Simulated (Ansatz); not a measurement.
Geometry optimisation, RKS B3LYP-D4/def2-SVP (Ansatz 0.2.0).

input.yaml

```yaml
crystal:
  periodic: [false, false, false]
  atoms:
    - { symbol: Al, position_ang: [0.0, 0.0, 0.0] }
    - { symbol: H, position_ang: [0.0, 0.0, 1.91] }
    - { symbol: F, position_ang: [1.4635, 0.0, -0.845] }
    - { symbol: Cl, position_ang: [-1.9312, 0.0, -1.115] }
    - { symbol: F, position_ang: [-0.2549, -1.8712, 0.6275] }
    - { symbol: H, position_ang: [-0.1367, -1.0036, 1.7645] }
basis:
  gaussian: { orbitals: def2-SVP }
hamiltonian:
  xc: b3lyp
  dispersion: d4
relax:
  f_tol: 0.15
  max_steps: 25
  restrain:
    - { distance: [0, 4], at: 1.69, k: 30.0 }
    - { distance: [5, 1], at: 0.66, k: 30.0 }
    - { distance: [0, 1], at: 2.76, k: 30.0 }
    - { distance: [5, 4], at: 2.12, k: 30.0 }
output:
  orbitals: {}
```

Command:

```bash
$ ansatz run input.yaml --threads 1 --pin off --max-ram 2048MiB --backend cpu --events-out ev --progress --plain --runs-dir out
```

Question: Where does it end, and by what steps?

Answer: The forces met the threshold. The restraints hold the end off the free minimum; the threshold counts their pulls, which the force column leaves out. Restrained pairs: Al1–F5 (1.99 → 1.67 Å), H2–H6 (1.02 → 0.72 Å), Al1–H2 (1.91 → 2.76 Å), F5–H6 (1.44 → 2.13 Å). After 8 steps the energy has fallen by 2.112 eV (the restraints' own energy left out); Al1 moved furthest, 0.72 Å.

```csv
step,energy less start (eV),largest force component (eV/Å),accepted
0,0.0000,4.002,yes
1,-0.7092,4.853,yes
2,-1.4314,3.641,yes
3,-1.8827,2.234,yes
4,-2.0478,1.887,yes
5,-2.0775,1.898,yes
6,-2.1205,0.948,no
7,-2.1060,1.753,yes
8,-2.1122,1.655,yes
```

```xyz
6
Properties=species:S:1:pos:R:3
Al -0.108 -0.571 -0.428
H -0.037 -0.002 2.267
F 1.341 0.144 -0.759
Cl -1.878 0.265 -1.111
F -0.117 -2.040 0.372
H -0.060 -0.671 2.000
```

Run time: 27 s on 1 thread of Arm Neoverse V1, with other jobs on the host, peak memory 0.14 GiB.
